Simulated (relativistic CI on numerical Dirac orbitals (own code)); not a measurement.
Inner-shell lines of Ta XLII

Calculated at this level of theory: Dirac-Coulomb-Breit CI, orbitals from a KLI potential per configuration, model QED (radiative potential, 1s self-energy scaled to tabulated hydrogen-like ionisation energies), unscaled Slater integrals (own radial code, finite nucleus).

Configuration list (outside the closed core [Ne] 3s2 3d10): 3p6.4s2.4p2, 3p5.4s2.4p2.4d, 3p5.4s2.4p2.5s, 3p5.4s2.4p2.5d, 3p5.4s.4p3.5s, 3p6.4s.4p3. Levels of other configurations are missing.

The table holds the strongest lines. The upper levels have an inner-shell vacancy. Auger decay, open to those above the ionisation limit, is not computed, and radiative decays to configurations outside the model are missing too. Absolute energies can be off by a few tenths of a per cent, so close lines can change order. LS names give the leading component, which can be well under half, for lower levels too. Brackets number the levels in order of energy.

| E (eV) | Upper | Lower | A (s⁻¹) | gA (s⁻¹) |
| --- | --- | --- | --- | --- |
| 2236.6 | 3p5.4s2.4p2.4d 3D°_3 [53] | 3p6.4s2.4p2 1D_2 [3] | 2.24e+13 | 1.57e+14 |
| 2237.0 | 3p5.4s2.4p2.4d 3F°_2 [47] | 3p6.4s2.4p2 3P_1 [2] | 2.28e+13 | 1.14e+14 |
| 2237.2 | 3p5.4s2.4p2.4d 3P°_2 [93] | 3p6.4s2.4p2 3P_2 [4] | 3.51e+13 | 1.76e+14 |
| 2238.7 | 3p5.4s2.4p2.4d 3D°_3 [96] | 3p6.4s2.4p2 3P_2 [4] | 1.73e+13 | 1.21e+14 |
| 2241.4 | 3p5.4s2.4p2.4d 3D°_3 [98] | 3p6.4s2.4p2 3P_2 [4] | 6.63e+13 | 4.64e+14 |
| 2241.6 | 3p5.4s2.4p2.4d 3P°_1 [100] | 3p6.4s2.4p2 3P_2 [4] | 4.34e+13 | 1.30e+14 |
| 2242.9 | 3p5.4s2.4p2.4d 3D°_1 [22] | 3p6.4s2.4p2 3P_0 [1] | 8.75e+13 | 2.62e+14 |
| 2243.1 | 3p5.4s2.4p2.4d 1F°_3 [62] | 3p6.4s2.4p2 1D_2 [3] | 5.96e+13 | 4.17e+14 |
| 2243.2 | 3p5.4s2.4p2.4d 3S°_1 [55] | 3p6.4s2.4p2 3P_1 [2] | 4.47e+13 | 1.34e+14 |
| 2244.1 | 3p5.4s2.4p2.4d 1P°_1 [109] | 3p6.4s2.4p2 1S_0 [6] | 6.66e+13 | 2.00e+14 |
| 2244.9 | 3p5.4s2.4p2.4d 3D°_2 [57] | 3p6.4s2.4p2 3P_1 [2] | 4.35e+13 | 2.17e+14 |
| 2249.3 | 3p5.4s2.4p2.4d 3P°_2 [105] | 3p6.4s2.4p2 3P_2 [4] | 4.15e+13 | 2.08e+14 |
| 2249.6 | 3p5.4s2.4p2.4d 1D°_2 [66] | 3p6.4s2.4p2 1D_2 [3] | 5.42e+13 | 2.71e+14 |
| 2252.4 | 3p5.4s2.4p2.4d 3P°_1 [70] | 3p6.4s2.4p2 1D_2 [3] | 3.57e+13 | 1.07e+14 |
| 2506.0 | 3p5.4s2.4p2.4d 3P°_1 [126] | 3p6.4s2.4p2 3P_1 [2] | 3.69e+13 | 1.11e+14 |
| 2506.5 | 3p5.4s2.4p2.4d 1F°_3 [129] | 3p6.4s2.4p2 1D_2 [3] | 3.69e+13 | 2.59e+14 |
| 2508.0 | 3p5.4s2.4p2.4d 3D°_1 [119] | 3p6.4s2.4p2 3P_0 [1] | 4.13e+13 | 1.24e+14 |
| 2508.1 | 3p5.4s2.4p2.4d 3D°_2 [127] | 3p6.4s2.4p2 3P_1 [2] | 2.27e+13 | 1.13e+14 |
| 2512.3 | 3p5.4s2.4p2.4d 3P°_2 [157] | 3p6.4s2.4p2 3P_2 [4] | 3.47e+13 | 1.74e+14 |
| 2515.2 | 3p5.4s2.4p2.4d 3D°_1 [165] | 3p6.4s2.4p2 1S_0 [6] | 3.28e+13 | 9.83e+13 |
| 2516.0 | 3p5.4s2.4p2.4d 3P°_1 [133] | 3p6.4s2.4p2 1D_2 [3] | 3.36e+13 | 1.01e+14 |
| 2516.6 | 3p5.4s2.4p2.4d 3D°_3 [159] | 3p6.4s2.4p2 3P_2 [4] | 1.93e+13 | 1.35e+14 |
| 2519.5 | 3p5.4s2.4p2.4d 3D°_3 [161] | 3p6.4s2.4p2 3P_2 [4] | 1.74e+13 | 1.22e+14 |
| 2947.8 | 3p5.4s2.4p2.5d 3D°_1 [196] | 3p6.4s2.4p2 3P_0 [1] | 4.87e+13 | 1.46e+14 |
| 2948.9 | 3p5.4s2.4p2.5d 3D°_3 [261] | 3p6.4s2.4p2 1D_2 [3] | 1.72e+13 | 1.21e+14 |
| 2949.2 | 3p5.4s2.4p2.5d 3D°_3 [262] | 3p6.4s2.4p2 1D_2 [3] | 1.46e+13 | 1.02e+14 |
| 2949.2 | 3p5.4s2.4p2.5d 1D°_2 [263] | 3p6.4s2.4p2 1D_2 [3] | 4.38e+13 | 2.19e+14 |
| 2949.7 | 3p5.4s2.4p2.5d 3D°_2 [250] | 3p6.4s2.4p2 3P_1 [2] | 2.59e+13 | 1.30e+14 |
| 2950.2 | 3p5.4s2.4p2.5d 1P°_1 [265] | 3p6.4s2.4p2 1D_2 [3] | 4.21e+13 | 1.26e+14 |
| 2950.9 | 3p5.4s2.4p2.5d 3D°_3 [332] | 3p6.4s2.4p2 3P_2 [4] | 2.96e+13 | 2.07e+14 |
| 2951.3 | 3p5.4s2.4p2.5d 3P°_2 [334] | 3p6.4s2.4p2 3P_2 [4] | 2.63e+13 | 1.31e+14 |
| 2953.3 | 3p5.4s2.4p2.5d 1P°_1 [349] | 3p6.4s2.4p2 1S_0 [6] | 3.89e+13 | 1.17e+14 |
| 3227.2 | 3p5.4s2.4p2.5d 3D°_2 [400] | 3p6.4s2.4p2 3P_1 [2] | 1.84e+13 | 9.18e+13 |
| 3228.7 | 3p5.4s2.4p2.5d 3P°_2 [452] | 3p6.4s2.4p2 3P_2 [4] | 2.24e+13 | 1.12e+14 |
| 3229.2 | 3p5.4s2.4p2.5d 3D°_3 [454] | 3p6.4s2.4p2 3P_2 [4] | 2.07e+13 | 1.45e+14 |
